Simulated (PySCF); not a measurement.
Magnetic susceptibility: SMILES C(C)(C)O[SiH2]O[SiH3], C₃H₁₂O₂Si₂

Cartesian coordinates in Å; atom numbers follow the order of the lines, from 1:
```xyz
19

C    -2.015   -0.174    1.379
C    -1.497    0.140   -0.021
C    -1.946   -0.909   -1.035
O    -0.092    0.167    0.008
Si    0.924    1.356   -0.375
O     2.401    0.737   -0.212
Si    3.521   -0.394    0.069
H    -1.636   -1.140    1.703
H    -3.102   -0.198    1.381
H    -1.675    0.585    2.079
H    -1.873    1.124   -0.332
H    -1.552   -0.661   -2.018
H    -1.566   -1.885   -0.746
H    -3.030   -0.945   -1.085
H     0.836    2.478    0.557
H     0.795    1.766   -1.773
H     3.261   -1.556   -0.783
H     4.771    0.276   -0.285
H     3.467   -0.759    1.484
```

Computed with GIAO CAM-B3LYP/pcSseg-1 magnetisability, rotational g tensor and spin-rotation constants, non-relativistic, gas phase in PySCF. Geometry: GFN2-xTB.

Question: What are the magnetisability and the molar susceptibility?

Answer: Isotropic -1301 × 10⁻³⁰ J/T², or -78.3 × 10⁻⁶ cm³/mol; principal values -1364, -1297, -1242 × 10⁻³⁰ J/T², anisotropy 106 × 10⁻³⁰ J/T² (root of half the summed squared differences of the principal values). The susceptibility is in cgs units.

Question: Split it along the inertial axes a, b, c into diamagnetic and paramagnetic parts about the centre of mass, with the quadrupole moment.

Answer: 
| axis | χ (10⁻⁶ cm³/mol) | diamagnetic (10⁻⁶ cm³/mol) | paramagnetic (10⁻⁶ cm³/mol) | summed x² of all electrons (Å²) | quadrupole Θ (D Å) |
| --- | --- | --- | --- | --- | --- |
| a | -80.4 | -511.9 | 431.5 | 355.8 | +4.70 |
| b | -76.5 | -1736.3 | 1659.7 | 67.2 | -1.32 |
| c | -78.0 | -1794.3 | 1716.2 | 53.5 | -3.37 |

Anisotropies 2χaa − χbb − χcc = -6.2 and 2χbb − χaa − χcc = +5.4 × 10⁻⁶ cm³/mol. Θ is traceless in Buckingham's convention.

Question: And the rotational g tensor?

Answer: 
```
axis  rotational constant (GHz)        g  nuclear part  electronic part
   a                     3.3971  -0.0439        0.6448          -0.6887
   b                     0.7648  -0.0100        0.5864          -0.5963
   c                     0.7326  -0.0086        0.5820          -0.5907
```
Asymmetric top; isotopes 12C, 1H, 16O, 28Si; no vibrational averaging.
